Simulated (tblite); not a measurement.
Compound: C7H10NP.
Structure used (GFN2-xTB), in Å, numbered top down from 1:
```xyz
19
C7H10NP angstrom
C     -1.639    0.932   -1.132
C     -1.201    0.499    0.268
C     -2.010   -0.704    0.753
C      0.280    0.202    0.302
C      0.821   -0.812   -0.472
N      2.086   -1.185   -0.546
C      3.012   -0.573    0.170
C      2.813    0.477    1.044
P      1.263    1.189    1.356
H     -1.057    1.791   -1.461
H     -1.500    0.127   -1.849
H     -2.691    1.209   -1.125
H     -1.389    1.334    0.956
H     -3.068   -0.454    0.790
H     -1.881   -1.554    0.087
H     -1.690   -0.998    1.750
H      0.163   -1.395   -1.109
H      4.014   -0.964    0.028
H      3.665    0.888    1.570
```

Level: GFN2-xTB in tblite, geometry and Hessian alike; calculated harmonic values, unscaled, isolated species. Against measured fundamentals such values can be off by several per cent, at times by over 20. One conformer, not necessarily the lowest.

Harmonic wavenumbers (cm⁻¹): 40.8, 99.6, 188.8, 189.3, 226.2, 226.9, 260.1, 272.4, 412.7, 465.0, 492.5, 538.4, 614.5, 702.5, 774.8, 829.2, 862.0, 885.5, 914.8, 925.4, 947.3, 984.8, 1058.9, 1082.9, 1111.4, 1136.6, 1188.9, 1211.8, 1275.2, 1310.3, 1320.3, 1352.5, 1362.9, 1404.4, 1419.4, 1447.1, 1492.6, 1494.0, 1501.8, 1504.1, 1546.9, 2898.7, 3007.3, 3014.0, 3026.6, 3030.1, 3031.9, 3034.8, 3041.7, 3044.2, 3045.4.

A = 2511, B = 1036, C = 870.6 MHz; mass 139.055 u (most abundant isotopes); point group Cs, symmetry number 1.

Q: Zero-point energy?

A: ½Σν̃ = 33625 cm⁻¹ = 402.25 kJ/mol.

Q: Entropy at 350 K, 1 bar (ideal gas, RRHO, classical rotation)?

A: Translation 173.73, rotation 124.76, vibration 128.22: S = 426.7 J/(mol K).

Q: And Cp and H(350 K) − H(0)?

A: Cp = 175.83 J/(mol K), of which vibrations give 142.57 (their classical limit is 51 R = 424.0); H(350 K) − H(0) = 35.90 kJ/mol without the zero-point energy, 24.26 from vibrations.

Q: Which modes carry the vibrational entropy at 350 K?

A: 40.8 cm⁻¹: 23.17; 99.6 cm⁻¹: 15.80; 188.8 cm⁻¹: 10.63; 189.3 cm⁻¹: 10.61; 226.2 cm⁻¹: 9.21; 226.9 cm⁻¹: 9.19 J/(mol K); the other 45 give 49.62 together.

Q: Blend soft modes into free rotors: weight 1/[1 + (100 cm⁻¹/ν̃)⁴] for the oscillator and the rest for a rotor with moment μB/(μ + B), μ = h/(8π²ν), B = 10⁻⁴⁴ kg m². What vibrational entropy results?

A: 119.93 J/(mol K) in place of 128.22, which changes −T·S at 350 K by +2.90 kJ/mol.

Q: What must be added to the electronic energy to get the Gibbs energy at 350 K and 1 bar?

A: ZPE + [H(350 K) − H(0)] − T·S = 402.25 + 35.90 − 149.35 = 288.80 kJ/mol.

Hindered rotation and anharmonicity are outside this model. Other conformers, if any are populated, would add a mixing term that is left out.
